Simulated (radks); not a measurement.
Problem. Radial electron density D(r) = 4 pi r^2 rho(r) of an atom or ion with 54 electrons. All-electron calculation, Dirac Kohn-Sham, Wu-Cohen GGA, spin-unpolarised, spherical densities, point nucleus. Program: a radial shooting solver on a logarithmic mesh with Libxc functionals.

| r (bohr) | D(r) (e/bohr) |
|---|---|
| 0.001632 | 5.557 |
| 0.002211 | 9.068 |
| 0.002997 | 14.46 |
| 0.00403 | 22.11 |
| 0.005461 | 32.81 |
| 0.007401 | 46.03 |
| 0.009951 | 59.58 |
| 0.01349 | 70.64 |
| 0.01828 | 74.56 |
| 0.02457 | 70.60 |
| 0.0333 | 65.26 |
| 0.04478 | 70.13 |
| 0.06068 | 86.82 |
| 0.08224 | 95.27 |
| 0.1106 | 81.24 |
| 0.1499 | 69.30 |
| 0.2031 | 79.88 |
| 0.2731 | 72.53 |
| 0.3701 | 38.16 |
| 0.5015 | 29.06 |
| 0.6743 | 32.33 |
| 0.9139 | 19.08 |
| 1.239 | 8.908 |
| 1.665 | 5.988 |
| 2.257 | 2.835 |
| 3.058 | 0.8975 |
| 4.112 | 0.3669 |
| 5.573 | 0.09432 |
| 7.553 | 0.007771 |
| 10.15 | 0.0001456 |

What is the nuclear charge?

Solution. Z = 56. The innermost maximum, from 1s, lies near gamma/Z bohr with gamma = sqrt(1 - (Z/c)^2) = 0.913, here 0.0163 bohr (found: 0.0180), and its height grows with Z. The density is that of the barium ion Ba2+ in [Kr] 4d10 5s2 5p5 6s1; the configuration itself is not fixed sharply by these data, and Z only to a few units. D(r) has 4 maxima, at r = 0.0180, 0.0790, 0.224, 0.627 bohr, and minima at 0.0349, 0.147, 0.463 bohr, inside which lie 2.03, 11.17, 29.01 electrons.
